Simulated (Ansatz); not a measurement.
Molecule: LuH, charge 0, multiplicity 1. 
Coordinates optimised at B3LYP-D3(BJ)/def2-TZVP (Ansatz, an electronic-structure program):
SMILES: [LuH]
```xyz
2

Lu     0.0000     0.0000    -0.0264
H      0.0000     0.0000     1.8778
```

Quantity: vertical electron affinity (to the doublet state of charge -1; a negative value means that the extra electron is unbound and the number depends on the basis; each state is the SCF solution reached for its spin; for the singlet the Hartree-Fock reference is unstable and T1 is 0.015), in eV. UHF or UKS for open shells. Spin-orbit coupling is left out. Past Kr the def2 sets carry scalar-relativistic core potentials. Anions need diffuse functions: the other sets have none. 

```csv
level,program,vertical electron affinity (eV)
SVWN5/def2-TZVP,Ansatz,-0.06
PBE/def2-TZVP,Ansatz,-0.03
r2SCAN/def2-TZVP,Ansatz,0.12
B3LYP/def2-TZVP,Ansatz,-0.12
PBE0/def2-TZVP,Ansatz,0.01
BHLYP/def2-TZVP,Ansatz,-0.21
CAM-B3LYP/def2-TZVP,Ansatz,-0.14
wB97M-V/def2-TZVP,Ansatz,-0.32
wB97X-V/def2-TZVP,Ansatz,-0.15
wB97X/def2-TZVP,Ansatz,-0.18
```
